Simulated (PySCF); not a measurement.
## SMILES C=C(Cl)C1=CC12CC2, C$_{7}$H$_{7}$Cl

Cartesian coordinates in Å; atom numbers follow the order of the lines, from 1:
```xyz
15

C     2.3645   -0.4362   -0.7442
C     1.8167   -0.6638    0.4496
Cl    2.7661   -1.3412    1.7468
C     0.4661   -0.3928    0.7774
C    -0.5375   -0.4022    1.6380
C    -0.8377    0.1390    0.2988
C    -1.3978    1.3486   -0.3385
C    -1.7914   -0.0451   -0.8145
H     3.3955   -0.6567   -0.9506
H     1.7703   -0.0179   -1.5370
H    -0.9042   -0.6294    2.6092
H    -0.7658    1.9450   -0.9806
H    -2.1373    1.9279    0.1953
H    -2.7921   -0.3902   -0.5983
H    -1.4197   -0.3769   -1.7732
```

The calculation used PySCF 2.14.0, GIAO KT2/6-311G** magnetisability, rotational g tensor and spin-rotation constants, non-relativistic, gas phase. Geometry: GFN2-xTB.

Question: How diamagnetic is it, and how anisotropic?

Answer: Isotropic -1321 × 10⁻³⁰ J/T², or -79.6 × 10⁻⁶ cm³/mol; principal values -1474, -1266, -1224 × 10⁻³⁰ J/T², anisotropy 232 × 10⁻³⁰ J/T² (root of half the summed squared differences of the principal values). The susceptibility is in cgs units.

Question: Split it along the inertial axes a, b, c into diamagnetic and paramagnetic parts about the centre of mass, with the quadrupole moment.

Answer: 
```csv
axis,χ (10⁻⁶ cm³/mol),diamagnetic (10⁻⁶ cm³/mol),paramagnetic (10⁻⁶ cm³/mol),summed x² of all electrons (Å²),quadrupole Θ (D Å)
a,-73.7,-405.4,331.7,285.9,-3.63
b,-76.2,-1319.9,1243.7,70.4,+8.56
c,-88.8,-1511.4,1422.6,25.2,-4.93
```
Anisotropies 2χaa − χbb − χcc = +17.6 and 2χbb − χaa − χcc = +10.1 × 10⁻⁶ cm³/mol. Θ is traceless in Buckingham's convention.

Question: And the rotational g tensor?

Answer: 
```tsv
axis	rotational constant (GHz)	g	nuclear part	electronic part
a	4.1945	-0.0363	0.6174	-0.6536
b	0.9490	-0.0103	0.5442	-0.5545
c	0.8256	-0.0010	0.5508	-0.5518
```
Asymmetric top; isotopes 12C, 35Cl, 1H; no vibrational averaging.
